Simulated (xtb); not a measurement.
C₃H₁₀B₃O₃, charge +1, singlet, at a GFN2-xTB geometry; GFN1-xTB (xtb 6.7.1).

The xtb input:
```
$ xtb mol.xyz --gfn 1 --chrg 1 --json

# file mol.xyz
19

C      1.55017480     2.52376653     0.43186327
B      0.74441431     1.20639358     0.21146577
O     -0.63297883     1.19769932     0.08470926
B     -1.40764061     0.15281059    -0.10721144
C     -2.96598204     0.14797066    -0.23653381
O     -0.69256398    -1.12749516    -0.19046388
B      0.76911319    -1.19419293    -0.06915601
C      1.46627084    -2.58911906    -0.18322750
O      1.35348684    -0.03089726     0.11833668
H      1.62532102     3.08286401    -0.50051865
H      2.56270630     2.34106553     0.77664846
H      1.05399689     3.19003835     1.13286680
H     -3.43049075     0.35078071     0.72812695
H     -3.30896210     0.94805819    -0.88868509
H     -3.38149943    -0.78580665    -0.60502846
H     -1.19421256    -1.94211873    -0.32808476
H      0.78690927    -3.43516332    -0.12737374
H      2.22242057    -2.71480915     0.58851612
H      2.00804252    -2.67012884    -1.12522737
```

Predict the main parts of the log of this xtb run.


```
   ID    Z sym.   atoms
    1    6 C      1, 5, 8
    2    5 B      2, 4, 7
    3    8 O      3, 6, 9
    4    1 H      10-19

           -------------------------------------------------
          |                Calculation Setup                |
           -------------------------------------------------

           -------------------------------------------------
          |                 G F N 1 - x T B                 |
           -------------------------------------------------

          ...................................................
          :                      SETUP                      :
          :.................................................:
          :  # basis functions                  56          :
          :  # atomic orbitals                  56          :
          :  # shells                           38          :
          :  # electrons                        48          :
          :  # halogen bonds                     0          :
          :  max. iterations                   250          :
          :  Hamiltonian                  GFN1-xTB          :
          :  restarted?                      false          :
          :  GBSA solvation                  false          :
          :  PC potential                    false          :
          :  electronic temp.          300.0000000     K    :
          :  accuracy                    1.0000000          :
          :  -> integral cutoff          0.2500000E+02      :
          :  -> integral neglect         0.1000000E-07      :
          :  -> SCF convergence          0.1000000E-05 Eh   :
          :  -> wf. convergence          0.2000000E-04 e    :
          :  Broyden damping             0.4000000          :
          :  net charge                          1          :
          :  unpaired electrons                  0          :
          ...................................................

 iter      E             dE          RMSdq      gap      omega  full diag
   1    -29.9666877 -0.299667E+02  0.899E+00    7.74       0.0  T
   2    -30.2263353 -0.259648E+00  0.495E+00    6.24       1.0  T
   3    -30.2279235 -0.158822E-02  0.148E+00    5.58       1.0  T
   4    -30.2311815 -0.325795E-02  0.430E-01    6.01       1.0  T
   5    -30.2341951 -0.301363E-02  0.948E-02    5.80       1.0  T
   6    -30.2343556 -0.160503E-03  0.260E-02    5.86       1.0  T
   7    -30.2343679 -0.122937E-04  0.392E-03    5.85       5.9  T
   8    -30.2343682 -0.269720E-06  0.421E-04    5.85      54.5  T
   9    -30.2343682  0.487809E-09  0.357E-04    5.85      64.3  T
  10    -30.2343682 -0.176297E-08  0.121E-04    5.85     189.9  T
  11    -30.2343682 -0.232674E-09  0.596E-05    5.85     384.8  T

   *** convergence criteria satisfied after 11 iterations ***

         :::::::::::::::::::::::::::::::::::::::::::::::::::::
         ::                     SUMMARY                     ::
         :::::::::::::::::::::::::::::::::::::::::::::::::::::
         :: total energy             -29.914321490569 Eh    ::
         :: gradient norm              0.052862506274 Eh/a0 ::
         :: HOMO-LUMO gap              5.847247710447 eV    ::
         ::.................................................::
         :: SCC energy               -30.234368152093 Eh    ::
         :: -> electrostatic           0.177779433984 Eh    ::
         :: repulsion energy           0.326874865767 Eh    ::
         :: dispersion energy         -0.006828204243 Eh    ::
         :: halogen bond corr.         0.000000000000 Eh    ::
         :: add. restraining           0.000000000000 Eh    ::
         :: total charge               1.000000000000 e     ::
         :::::::::::::::::::::::::::::::::::::::::::::::::::::

           -------------------------------------------------
          |                Property Printout                |
           -------------------------------------------------

    * Orbital Energies and Occupations

[...]
        29                         -0.2811455              -7.6504
        30                         -0.2768808              -7.5343
        31                         -0.2550968              -6.9415
        32                         -0.2133080              -5.8044
        33                         -0.2064450              -5.6177
        34                         -0.2045183              -5.5652
        35                         -0.2031328              -5.5275
       ...                                ...                  ...
        56                          0.5305549              14.4371
      -------------------------------------------------------------
                  HL-Gap            0.2148824 Eh            5.8472 eV
             Fermi-level           -0.5212780 Eh          -14.1847 eV

  Mulliken/CM5 charges         n(s)   n(p)   n(d)
     1C    -0.18967 -0.26812   1.026  3.164  0.000
     2B     0.60777  0.46056   0.853  1.539  0.000
     3O    -0.45849 -0.40354   1.640  4.818  0.000
     4B     0.60358  0.44775   0.853  1.543  0.000
     5C    -0.20556 -0.28534   1.032  3.174  0.000
     6O    -0.44178 -0.56672   1.680  4.762  0.000
     7B     0.60376  0.44792   0.853  1.543  0.000
     8C    -0.20554 -0.28529   1.032  3.174  0.000
     9O    -0.45776 -0.40275   1.640  4.818  0.000
    10H     0.08338  0.14150   0.917  0.000  0.000
    11H     0.07158  0.13038   0.928  0.000  0.000
    12H     0.07668  0.13515   0.923  0.000  0.000
    13H     0.09397  0.15189   0.906  0.000  0.000
    14H     0.09476  0.15302   0.905  0.000  0.000
    15H     0.05887  0.11702   0.941  0.000  0.000
    16H     0.41661  0.60443   0.583  0.000  0.000
    17H     0.05882  0.11696   0.941  0.000  0.000
    18H     0.09492  0.15318   0.905  0.000  0.000
    19H     0.09408  0.15200   0.906  0.000  0.000

Wiberg/Mayer (AO) data.
largest (>0.10) Wiberg bond orders for each atom

 ---------------------------------------------------------------------------
     #   Z sym  total        # sym  WBO       # sym  WBO       # sym  WBO
 ---------------------------------------------------------------------------
     1   6 C    3.988 --     2 B    1.046    11 H    0.978    12 H    0.965
                            10 H    0.946
     2   5 B    3.112 --     1 C    1.046     9 O    0.970     3 O    0.967
     3   8 O    2.307 --     4 B    1.220     2 B    0.967
     4   5 B    3.118 --     3 O    1.220     5 C    1.040     6 O    0.750
     5   6 C    3.987 --     4 B    1.040    15 H    0.980    14 H    0.959
                            13 H    0.948
     6   8 O    2.391 --    16 H    0.794     7 B    0.751     4 B    0.750
     7   5 B    3.118 --     9 O    1.218     8 C    1.040     6 O    0.751
     8   6 C    3.987 --     7 B    1.040    17 H    0.981    18 H    0.958
                            19 H    0.948
     9   8 O    2.307 --     7 B    1.218     2 B    0.970
    10   1 H    0.993 --     1 C    0.946
    11   1 H    0.995 --     1 C    0.978
    12   1 H    0.994 --     1 C    0.965
    13   1 H    0.990 --     5 C    0.948
    14   1 H    0.990 --     5 C    0.959
    15   1 H    0.995 --     5 C    0.980
    16   1 H    0.840 --     6 O    0.794
    17   1 H    0.995 --     8 C    0.981
    18   1 H    0.990 --     8 C    0.958
    19   1 H    0.990 --     8 C    0.948
 ---------------------------------------------------------------------------

Topologies differ in total number of bonds
Writing topology from bond orders to xtbtopo.mol

 dipole moment from electron density (au)
     X       Y       Z
  -1.1031  -1.7485  -0.3334  total (Debye):    5.323

           -------------------------------------------------
          | TOTAL ENERGY              -29.914321490569 Eh   |
          | GRADIENT NORM               0.052862506274 Eh/α |
          | HOMO-LUMO GAP               5.847247710447 eV   |
           -------------------------------------------------

normal termination of xtb
```
